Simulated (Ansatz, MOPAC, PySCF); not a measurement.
Dimer: HF (SMILES F) (first 2 atoms) with HCl (SMILES Cl); geometry from B3LYP-D3(BJ)/def2-TZVP.
(charge 0, multiplicity 1):
```tsv
atom	x (Å)	y (Å)	z (Å)
F	-0.0125	-0.0839	-0.1391
H	0.1544	0.1338	0.7509
Cl	-0.0257	0.4808	3.0074
H	-1.2403	0.0634	2.9886
```

Monomers are frozen at their geometry in the pair; levels with a basis set take the counterpoise correction. Rows marked so take none.

Correlated levels freeze the cores. CBS(a, b) extrapolates the correlation energy as X⁻³ and adds the Hartree–Fock energy of set b. Rows in 3-21G, 6-31G* carry no dispersion term and start afresh at each structure (6-31G* with six Cartesian d functions). MP2/6-31G* freezes PySCF's default core. The state that PM3, PM6 reach isn't checked.

The values were computed with Ansatz (Gaussian orbitals); MOPAC for PM3, PM6 (differences of heats of formation); PySCF for 3-21G rows, 6-31G* rows, the dispersion terms. Each number belongs to the level named beside it.

Other levels give for the interaction energy: PBE/def2-TZVPPD -3.37; B3LYP/def2-TZVPPD -2.69; B3LYP-D3(BJ)/def2-TZVPPD -3.41; wB97M-V/def2-TZVPPD -3.09; CCSD(T)/CBS(aug-cc-pV(T+d)Z, aug-cc-pV(Q+d)Z) -3.03 kcal/mol.

Common cheap choices:

```json
[
 {"level": "PM3", "interaction energy (kcal/mol)": "-1.87", "less -3.03 (CCSD(T)/CBS(aug-cc-pV(T+d)Z, aug-cc-pV(Q+d)Z))": "1.16"},
 {"level": "PM6", "interaction energy (kcal/mol)": "-0.33", "less -3.03 (CCSD(T)/CBS(aug-cc-pV(T+d)Z, aug-cc-pV(Q+d)Z))": "2.70"},
 {"level": "HF/6-31G*", "interaction energy (kcal/mol)": "-0.81", "less -3.03 (CCSD(T)/CBS(aug-cc-pV(T+d)Z, aug-cc-pV(Q+d)Z))": "2.22"},
 {"level": "HF/6-31G* (no counterpoise)", "interaction energy (kcal/mol)": "-1.29", "less -3.03 (CCSD(T)/CBS(aug-cc-pV(T+d)Z, aug-cc-pV(Q+d)Z))": "1.74"},
 {"level": "B3LYP/3-21G (no counterpoise)", "interaction energy (kcal/mol)": "-3.54", "less -3.03 (CCSD(T)/CBS(aug-cc-pV(T+d)Z, aug-cc-pV(Q+d)Z))": "-0.51"},
 {"level": "B3LYP/6-31G* (no counterpoise)", "interaction energy (kcal/mol)": "-2.71", "less -3.03 (CCSD(T)/CBS(aug-cc-pV(T+d)Z, aug-cc-pV(Q+d)Z))": "0.32"},
 {"level": "M06-2X/6-31G* (no counterpoise)", "interaction energy (kcal/mol)": "-2.84", "less -3.03 (CCSD(T)/CBS(aug-cc-pV(T+d)Z, aug-cc-pV(Q+d)Z))": "0.19"},
 {"level": "MP2/6-31G*", "interaction energy (kcal/mol)": "-1.18", "less -3.03 (CCSD(T)/CBS(aug-cc-pV(T+d)Z, aug-cc-pV(Q+d)Z))": "1.85"}
]
```

Ansatz is a quantum-chemistry and plane-wave program.
